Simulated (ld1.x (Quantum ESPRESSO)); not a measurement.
**An all-electron radial function and its pseudo partner (W (Z = 74))**

Columns: radius, all-electron u(r) and pseudo u(r) of the 5d shell (level -4.43 eV) of tungsten in the configuration [Kr] 4d10 4f14 5s2 5p6 5d4 6s2 6p0; revPBE, scalar-relativistic, PAW scheme, ld1.x (Quantum ESPRESSO) 7.5.

```
r (bohr)  all-electron  pseudo
   0.132        0.2045  0.0011
   0.265       -0.1635  0.0083
   0.398       -0.3249  0.0271
   0.530       -0.1858  0.0608
   0.663        0.0577  0.1111
   0.795        0.2890  0.1760
   0.928        0.4727  0.2532
   1.060        0.6009  0.3362
   1.193        0.6821  0.4198
   1.325        0.7255  0.4965
   1.458        0.7413  0.5613
   1.590        0.7374  0.6093
   1.723        0.7204  0.6388
   1.855        0.6949  0.6493
   1.988        0.6641  0.6429
   2.120        0.6308  0.6233
   2.252        0.5963  0.5948
   2.385        0.5614  0.5615
   2.518        0.5271  0.5271
   2.650        0.4939  0.4939
   2.782        0.4620  0.4620
   2.915        0.4312  0.4312
   3.048        0.4018  0.4018
   3.180        0.3742  0.3742
   3.312        0.3481  0.3481
   3.445        0.3233  0.3233
```

Task: How many radial nodes do the two functions have?

Result: The all-electron 5d function has n − l − 1 = 2; the pseudo-wave has 0, since the states of the same l below it are removed with the core.

Task: At about which radius was the pseudo-wave matched?

Result: 2.65 bohr. The columns agree to 0.0005 from 2.38 bohr on; several derivatives are matched, so the curves merge somewhat inside the radius.

Task: Where does each function peak?

Result: Outermost all-electron maximum near 1.46 bohr, pseudo maximum near 1.85 bohr (to the table’s step).

Task: Is the pseudo-wave norm-conserving?

Result: No, it belongs to a PAW set: the norm inside the radius is not constrained, and the difference is carried by the augmentation charge.
